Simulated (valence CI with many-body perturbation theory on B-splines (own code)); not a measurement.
**Nd XXXVIII: M1 decay**

Computed by relativistic CI+MBPT: five valence electrons over a frozen Dirac-Fock core [Ar], radial functions for each j: 7 s, 7 p, 8 d, 6 f, 4 g, 1 h, with the one-electron correlation potential Σ1 (screened to all orders), the two-electron term Σ2, the three-electron term Σ3, Breit, model QED; selected single and double excitations, second order for the rest (own B-spline code, finite nucleus).

No measured spectrum was set against this ion. As an estimate, large intervals hold to a few tenths of a per cent, small ones and those within an open d or f shell to about a per cent. Only levels of the ground parity were solved; by the run's estimate the other parity begins above the list, which can be wrong where configurations are misplaced.

Lines 51 to 100 of 120 in falling wavelength, among levels below 955660 cm⁻¹, chosen from the decays that carry over 1 % of a level's rate. Wavelengths and rates use the calculated energies. S is in atomic units (e²a₀⁴ for E2 and M2, e²a₀⁶ for E3), for M1 in squared Bohr magnetons. Weak lines are less certain than strong ones. Lines between different terms over intervals too small for the method are left out, as are lines whose strength nearly cancels.

Levels are named by their leading jj configuration (3d3/2^4 stands for four electrons in 3d with j = 3/2), which in mixed levels can hold well under half, so a name can repeat and another be missing. Letters in brackets count levels of one name in rising energy.

| λ vac (Å) | Upper | Lower | Type | A (s⁻¹) | S (a.u.) |
| --- | --- | --- | --- | --- | --- |
| 510.5 | (3d3/2 3d5/2^4) J=7/2 [a] | (3d3/2^2 3d5/2^3) J=5/2 [b] | M1 | 5.97e+04 | 2.36e+00 |
| 508.3 | (3d3/2^2 3d5/2^3) J=7/2 [b] | (3d3/2^3 3d5/2^2) J=7/2 [b] | M1 | 1.70e+04 | 6.60e-01 |
| 503.0 | (3d3/2^2 3d5/2^3) J=9/2 [a] | (3d3/2^3 3d5/2^2) J=7/2 [a] | M1 | 5.34e+04 | 2.52e+00 |
| 497.5 | (3d3/2 3d5/2^4) J=5/2 [a] | (3d3/2^2 3d5/2^3) J=7/2 [a] | M1 | 9.70e+04 | 2.66e+00 |
| 486.0 | (3d3/2^2 3d5/2^3) J=5/2 [c] | (3d3/2^3 3d5/2^2) J=7/2 [b] | M1 | 6.26e+04 | 1.60e+00 |
| 485.8 | (3d3/2^2 3d5/2^3) J=1/2 [a] | (3d3/2^3 3d5/2^2) J=3/2 [a] | M1 | 1.07e+05 | 9.13e-01 |
| 484.1 | (3d3/2^2 3d5/2^3) J=13/2 | (3d3/2^3 3d5/2^2) J=11/2 | M1 | 2.06e+04 | 1.21e+00 |
| 468.1 | (3d3/2^2 3d5/2^3) J=5/2 [a] | (3d3/2^3 3d5/2^2) J=5/2 [a] | M1 | 2.55e+05 | 5.82e+00 |
| 464.3 | (3d3/2^2 3d5/2^3) J=3/2 [a] | (3d3/2^3 3d5/2^2) J=3/2 [a] | M1 | 1.52e+05 | 2.25e+00 |
| 461.9 | (3d3/2^3 3d5/2^2) J=7/2 [a] | (3d3/2^4 3d5/2) J=5/2 | M1 | 5.55e+04 | 1.62e+00 |
| 455.8 | (3d3/2 3d5/2^4) J=3/2 [a] | (3d3/2^2 3d5/2^3) J=5/2 [b] | M1 | 6.18e+04 | 8.69e-01 |
| 447.2 | (3d3/2^3 3d5/2^2) J=3/2 [a] | (3d3/2^4 3d5/2) J=5/2 | M1 | 1.86e+05 | 2.47e+00 |
| 439.7 | (3d3/2 3d5/2^4) J=11/2 | (3d3/2^2 3d5/2^3) J=13/2 | M1 | 4.62e+04 | 1.75e+00 |
| 437.4 | (3d3/2^2 3d5/2^3) J=5/2 [b] | (3d3/2^3 3d5/2^2) J=3/2 [a] | M1 | 2.32e+04 | 4.32e-01 |
| 433.8 | (3d3/2^3 3d5/2^2) J=3/2 [b] | (3d3/2^3 3d5/2^2) J=5/2 [a] | M1 | 8.84e+03 | 1.07e-01 |
| 430.3 | (3d3/2^2 3d5/2^3) J=9/2 [b] | (3d3/2^3 3d5/2^2) J=9/2 | M1 | 1.33e+05 | 3.92e+00 |
| 429.8 | (3d3/2 3d5/2^4) J=3/2 [a] | (3d3/2^2 3d5/2^3) J=3/2 [a] | M1 | 1.74e+05 | 2.04e+00 |
| 429.4 | (3d3/2 3d5/2^4) J=7/2 [a] | (3d3/2^2 3d5/2^3) J=9/2 [a] | M1 | 1.36e+05 | 3.20e+00 |
| 426.0 | (3d3/2^2 3d5/2^3) J=7/2 [b] | (3d3/2^3 3d5/2^2) J=5/2 [b] | M1 | 2.75e+03 | 6.30e-02 |
| 424.1 | (3d3/2^2 3d5/2^3) J=5/2 [b] | (3d3/2^3 3d5/2^2) J=7/2 [a] | M1 | 4.93e+04 | 8.36e-01 |
| 420.6 | (3d3/2^2 3d5/2^3) J=5/2 [d] | (3d3/2^2 3d5/2^3) J=5/2 [b] | M1 | 6.54e+04 | 1.08e+00 |
| 415.3 | (3d3/2 3d5/2^4) J=5/2 [a] | (3d3/2^2 3d5/2^3) J=5/2 [a] | M1 | 3.47e+05 | 5.52e+00 |
| 412.9 | (3d3/2 3d5/2^4) J=3/2 [a] | (3d3/2^2 3d5/2^3) J=1/2 [a] | M1 | 1.51e+05 | 1.58e+00 |
| 409.8 | (3d3/2^2 3d5/2^3) J=7/2 [c] | (3d3/2^3 3d5/2^2) J=7/2 [b] | M1 | 5.40e+04 | 1.10e+00 |
| 407.5 | (3d3/2 3d5/2^4) J=11/2 | (3d3/2^2 3d5/2^3) J=9/2 [a] | M1 | 5.33e+04 | 1.61e+00 |
| 404.2 | (3d3/2^2 3d5/2^3) J=7/2 [b] | (3d3/2^3 3d5/2^2) J=9/2 | M1 | 3.46e+04 | 6.78e-01 |
| 399.3 | (3d3/2^2 3d5/2^3) J=3/2 [b] | (3d3/2^3 3d5/2^2) J=1/2 | M1 | 1.79e+04 | 1.69e-01 |
| 394.9 | (3d3/2 3d5/2^4) J=7/2 [a] | (3d3/2^2 3d5/2^3) J=7/2 [a] | M1 | 1.16e+05 | 2.11e+00 |
| 394.6 | (3d3/2^2 3d5/2^3) J=7/2 [a] | (3d3/2^3 3d5/2^2) J=5/2 [a] | M1 | 2.96e+04 | 5.40e-01 |
| 387.5 | (3d3/2^2 3d5/2^3) J=9/2 [b] | (3d3/2^3 3d5/2^2) J=11/2 | M1 | 4.89e+04 | 1.05e+00 |
| 385.8 | (3d3/2 3d5/2^4) J=11/2 | (3d3/2^2 3d5/2^3) J=11/2 | M1 | 1.96e+05 | 4.99e+00 |
| 383.1 | (3d3/2^2 3d5/2^3) J=3/2 [b] | (3d3/2^3 3d5/2^2) J=5/2 [b] | M1 | 2.42e+04 | 2.02e-01 |
| 372.7 | (3d3/2^2 3d5/2^3) J=9/2 [b] | (3d3/2^3 3d5/2^2) J=7/2 [a] | M1 | 3.89e+04 | 7.47e-01 |
| 363.6 | (3d3/2^2 3d5/2^3) J=1/2 [b] | (3d3/2^3 3d5/2^2) J=1/2 | M1 | 6.47e+04 | 2.30e-01 |
| 354.5 | (3d3/2^2 3d5/2^3) J=7/2 [c] | (3d3/2^3 3d5/2^2) J=5/2 [b] | M1 | 2.68e+04 | 3.55e-01 |
| 353.0 | (3d3/2^2 3d5/2^3) J=7/2 [b] | (3d3/2^3 3d5/2^2) J=7/2 [a] | M1 | 2.82e+03 | 3.68e-02 |
| 350.7 | (3d3/2^2 3d5/2^3) J=5/2 [c] | (3d3/2^3 3d5/2^2) J=3/2 [a] | M1 | 3.84e+04 | 3.69e-01 |
| 342.1 | (3d3/2^2 3d5/2^3) J=5/2 [c] | (3d3/2^3 3d5/2^2) J=7/2 [a] | M1 | 9.38e+04 | 8.36e-01 |
| 341.5 | (3d3/2^2 3d5/2^3) J=9/2 [c] | (3d3/2^3 3d5/2^2) J=7/2 [b] | M1 | 5.68e+04 | 8.38e-01 |
| 341.4 | (3d3/2 3d5/2^4) J=5/2 [a] | (3d3/2^3 3d5/2^2) J=7/2 [b] | M1 | 5.62e+03 | 4.97e-02 |
| 341.3 | (3d3/2 3d5/2^4) J=7/2 [a] | (3d3/2^2 3d5/2^3) J=5/2 [a] | M1 | 1.58e+04 | 1.86e-01 |
| 339.3 | (3d3/2^2 3d5/2^3) J=7/2 [c] | (3d3/2^3 3d5/2^2) J=9/2 | M1 | 5.86e+04 | 6.79e-01 |
| 338.9 | (3d3/2^2 3d5/2^3) J=5/2 [d] | (3d3/2^2 3d5/2^3) J=7/2 [a] | M1 | 3.13e+04 | 2.71e-01 |
| 336.1 | (3d3/2^2 3d5/2^3) J=3/2 [a] | (3d3/2^3 3d5/2^2) J=5/2 [a] | M1 | 1.16e+05 | 6.53e-01 |
| 330.7 | (3d3/2^2 3d5/2^3) J=3/2 [b] | (3d3/2^3 3d5/2^2) J=3/2 [a] | M1 | 3.00e+04 | 1.61e-01 |
| 330.0 | (3d3/2^3 3d5/2^2) J=7/2 [b] | (3d3/2^4 3d5/2) J=5/2 | M1 | 7.78e+03 | 8.29e-02 |
| 316.0 | (3d3/2 3d5/2^4) J=3/2 [a] | (3d3/2^2 3d5/2^3) J=5/2 [a] | M1 | 3.93e+04 | 1.84e-01 |
| 314.5 | (3d3/2^2 3d5/2^3) J=5/2 [d] | (3d3/2^3 3d5/2^2) J=3/2 [b] | M1 | 4.73e+04 | 3.27e-01 |
| 305.9 | (3d3/2^2 3d5/2^3) J=1/2 [b] | (3d3/2^3 3d5/2^2) J=3/2 [a] | M1 | 1.50e+05 | 3.17e-01 |
| 302.2 | (3d3/2 3d5/2^4) J=5/2 [a] | (3d3/2^3 3d5/2^2) J=5/2 [b] | M1 | 5.57e+04 | 3.42e-01 |
